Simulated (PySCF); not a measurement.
Structure with atom numbers: `[CH3:1][C@@H:2]1[SiH2:3][CH2:4][SiH2:5][CH2:6][Si@H:7]1[PH2:8]` (H(Xn): hydrogen on atom n). Ha(Si3), Ha(C4), Ha(Si5), Ha(C6) are cis to C1 on the ring; Hb(Si3), Hb(C4), Hb(Si5), Hb(C6) are trans to C1 on the ring.

- PBE0/pcSseg-1 with gauge-including orbitals
- GFN2-xTB geometry
- program: PySCF 2.14
- non-relativistic Hamiltonian, fast rotation and ring inversion assumed for equivalent nuclei, one conformer, gas phase

Referencing at the same level of theory: ¹³C (σ = 186.93 ppm) and ¹H (σ = 31.72 ppm) and ²⁹Si (σ = 349.16 ppm) against TMS; H3PO4 for ³¹P (σ = 318.38 ppm).

```
  atoms  nucleus  count  Hirshfeld charge  δ (ppm)
 Hb(C6)       ¹H      1              0.04        ?
 Hb(C4)       ¹H      1              0.04        ?
Ha(Si3)       ¹H      1             -0.08     4.13
     P8      ³¹P      1             -0.03   -293.8
  H(P8)       ¹H      2             -0.01     1.13
    Si7     ²⁹Si      1              0.30    -11.0
     C1      ¹³C      1             -0.12     13.9
     C4      ¹³C      1             -0.25     -8.5
  H(C2)       ¹H      1              0.04        ?
 Ha(C4)       ¹H      1              0.04    -0.25
 H(Si7)       ¹H      1             -0.08     4.92
Hb(Si3)       ¹H      1             -0.08     4.55
  H(C1)       ¹H      3              0.04     1.09
    Si5     ²⁹Si      1              0.34    -44.2
    Si3     ²⁹Si      1              0.33    -35.6
 Ha(C6)       ¹H      1              0.04        ?
     C2      ¹³C      1             -0.20      7.3
Hb(Si5)       ¹H      1             -0.08     4.69
Ha(Si5)       ¹H      1             -0.08        ?
     C6      ¹³C      1             -0.25        ?
```

Q: Complete the table.

A: 
- C6: -4.0 ppm, sp3 CH2 bonded to 2 Si; an electropositive neighbour leaves it electron-rich and shielded
- Ha(Si5): 4.34 ppm, hydrogen on a silicon bonded to 2 C, in a 6-membered ring
- H(C2): 0.06 ppm, hydrogen on an sp3 CH bonded to 2 Si; an electropositive neighbour shields it, as in TMS itself
- Hb(C6): -0.12 ppm, hydrogen on an sp3 CH2 bonded to 2 Si; an electropositive neighbour shields it, as in TMS itself
- Hb(C4): -0.12 ppm, hydrogen on an sp3 CH2 bonded to 2 Si; an electropositive neighbour shields it, as in TMS itself
- Ha(C6): -0.21 ppm, hydrogen on an sp3 CH2 bonded to 2 Si; an electropositive neighbour shields it, as in TMS itself

Shifts are as computed. Against solution values, carbons near 30 ppm lie about +3 ppm off and those near 130 ppm about +5 ppm. Of 1211 compounds with measured shifts, 218 miss one by over three times the rms of a fit or turn the order of signals round; such compounds aren't used in these exercises. Experimental scales use liquid or dissolved standards, which lie at an offset from isolated H3PO4.
